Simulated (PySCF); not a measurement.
# 3'-fluoroacetophenone (SMILES C1=CC(F)=CC(C(C)=O)=C1)

Molfile (atoms numbered from 1):
```
C8H7FO
     RDKit          3D

 17 17  0  0  0  0  0  0  0  0999 V2000
   -2.4493   -0.4400    0.5238 C   0  0  0  0  0  0  0  0  0  0  0  0
   -1.5127    0.6222    0.0071 C   0  0  0  0  0  0  0  0  0  0  0  0
   -1.9289    1.6855   -0.3950 O   0  0  0  0  0  0  0  0  0  0  0  0
   -0.0405    0.3334   -0.0006 C   0  0  0  0  0  0  0  0  0  0  0  0
    0.8222    1.3256   -0.4823 C   0  0  0  0  0  0  0  0  0  0  0  0
    2.1951    1.1069   -0.5107 C   0  0  0  0  0  0  0  0  0  0  0  0
    2.7262   -0.1017   -0.0598 C   0  0  0  0  0  0  0  0  0  0  0  0
    1.8593   -1.0778    0.4162 C   0  0  0  0  0  0  0  0  0  0  0  0
    2.3562   -2.2345    0.8507 F   0  0  0  0  0  0  0  0  0  0  0  0
    0.4857   -0.8812    0.4530 C   0  0  0  0  0  0  0  0  0  0  0  0
   -3.4770   -0.0624    0.4677 H   0  0  0  0  0  0  0  0  0  0  0  0
   -2.3639   -1.3609   -0.0738 H   0  0  0  0  0  0  0  0  0  0  0  0
   -2.2104   -0.7027    1.5659 H   0  0  0  0  0  0  0  0  0  0  0  0
    0.3816    2.2620   -0.8287 H   0  0  0  0  0  0  0  0  0  0  0  0
    2.8663    1.8822   -0.8869 H   0  0  0  0  0  0  0  0  0  0  0  0
    3.7993   -0.3008   -0.0704 H   0  0  0  0  0  0  0  0  0  0  0  0
   -0.1451   -1.6840    0.8366 H   0  0  0  0  0  0  0  0  0  0  0  0
  1  2  1  0
  2  3  2  0
  2  4  1  0
  4  5  2  0
  5  6  1  0
  6  7  2  0
  7  8  1  0
  8  9  1  0
  8 10  2  0
 10  4  1  0
  1 11  1  0
  1 12  1  0
  1 13  1  0
  5 14  1  0
  6 15  1  0
  7 16  1  0
 10 17  1  0
M  END
```

The calculation used PySCF, quadratic response CAM-B3LYP/aug-cc-pVDZ first hyperpolarisability, Taylor convention, gas phase. Geometry: PBE0-D3(BJ)/def2-SVP.

Problem. Give the tensor of the second harmonic β(−2ω;ω,ω) at 1064 nm in the axes of these coordinates.

Solution. In au, Taylor convention; rows are the first index (the induced dipole):
```tsv
	xx	yy	zz	xy	xz	yz
x	+359.2	+22.0	-17.7	-65.4	-8.1	-13.8
y	-61.9	-67.9	-10.8	+31.9	-17.6	+21.1
z	-9.4	+22.2	+14.2	-17.2	-14.5	-10.5
```
Norm of βᵢ = ⅓ Σⱼ (βᵢⱼⱼ + βⱼᵢⱼ + βⱼⱼᵢ): 399.5 au, hyper-Rayleigh value 162.8 au.
